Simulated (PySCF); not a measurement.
## Energy of a gas-phase reaction

Reaction: BF2OH + V(=O)(OH)3 → V(=O)(OH)2OBF2 + water. Separate species in the gas phase, each in one low structure relaxed by PBE0-D3(BJ)/def2-SVP, with no frequency check at that level.

| species | role | SMILES | charge | multiplicity |
| --- | --- | --- | --- | --- |
| BF2OH | reactant | OB(F)F | 0 | 1 |
| V(=O)(OH)3 | reactant | [O]=[V]([OH])([OH])[OH] | 0 | 1 |
| V(=O)(OH)2OBF2 | product | [O]=[V]([OH])([OH])[O]B(F)F | 0 | 1 |
| water | product | O | 0 | 1 |

Task: Is the reaction downhill in energy? Give ΔE by level.

Result: PBE0-D3(BJ)/def2-SVPD +0.2, B3LYP-D4/def2-SVPD -0.2 kcal/mol (PySCF), so it is close to even. These are electronic energies, without barriers or thermal terms.

The 2 runs behind this took 37 s in all, one thread each of Intel Xeon 6975P-C on a shared host, launched as `OMP_NUM_THREADS=1 python cluster_run.py task.json out`.
